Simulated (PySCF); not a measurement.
**Fractional electron number in Cu⁻ (copper, charge -1)**

The 4s beta orbital of [Ar] 3d10 4s2 is emptied in steps (occupation f), with all orbitals relaxed, ending at [Ar] 3d10 4s1. Calculation: PySCF 2.14, in aug-pcseg-2 (7s5p4d3f2g, 81 functions); no relativity, point nucleus. The exact energy is a straight line in f; departures are measured from the line between the end points of the same method.

| f | PBE0 (eV) | r2SCAN (eV) |
| --- | --- | --- |
| 1 | 0.000 | 0.000 |
| 0.9 | -0.140 | -0.186 |
| 0.7 | -0.335 | -0.442 |
| 0.5 | -0.409 | -0.535 |
| 0.3 | -0.350 | -0.456 |
| 0.1 | -0.152 | -0.199 |
| 0 | 0.000 | 0.000 |

```
method  E(f=0) − E(f=1) (eV)  −ε at f=1 (eV)  −ε at f=0.5 (eV)
  PBE0                 1.012          -0.522             0.967
r2SCAN                 1.155          -0.894             1.116
```

Orbital energy along the path (eV):

| f | PBE0 | r2SCAN |
| --- | --- | --- |
| 1 | 0.522 | 0.894 |
| 0.9 | 0.252 | 0.517 |
| 0.7 | -0.332 | -0.275 |
| 0.5 | -0.967 | -1.116 |
| 0.3 | -1.648 | -1.980 |
| 0.1 | -2.359 | -2.911 |
| 0 | -2.693 | -3.376 |

At f = 1 the orbital energy is positive for PBE0, r2SCAN: only the finite basis holds the electron.

Reference removal energy between the ground levels: 1.236 eV (measured; photodetachment measurements, as compiled on the Wikipedia data page of electron affinities).
